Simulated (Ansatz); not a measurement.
Frontier orbitals of H3InS (`[SH][InH2]`).

The species carries charge 0 and has multiplicity 1. Correlated methods include outer-core shells of In, which these sets cover unevenly. In takes the def2 core potential. The geometry is a stationary point of PBE0-D4/def2-TZVP. Basis def2-TZVPP, Ansatz.

| functional | HOMO (eV) | LUMO (eV) | gap (eV) |
| --- | --- | --- | --- |
| PBE | -6.28 | -2.39 | 3.89 |
| PBE0 | -7.42 | -1.69 | 5.73 |
| r2SCANh | -6.95 | -1.88 | 5.07 |
| r2SCAN0 | -7.59 | -1.53 | 6.06 |
| LC-ωPBE | -10.10 | 0.18 | 10.28 |
| ωB97M-V | -9.59 | -0.19 | 9.40 |
| HF | -10.07 | 0.67 | 10.74 |

Problem. What is the vertical ionisation energy at frozen-core CCSD(T)/def2-TZVPP? (An estimate is asked.)

Solution. The calculation gave: 9.59 eV (T1 of the cation 0.014).

From PBE to PBE0 the HOMO moves by −1.14 eV and the LUMO by +0.70 eV, and with ωB97M-V by −3.30 and +2.20 eV, so the gap grows from 3.89 to 9.39 eV with exact exchange. −ε(HOMO) differs from that ionisation energy by −3.31 eV with PBE and −0.01 eV with ωB97M-V.

LC-ωPBE has ω = 0.4 bohr⁻¹.
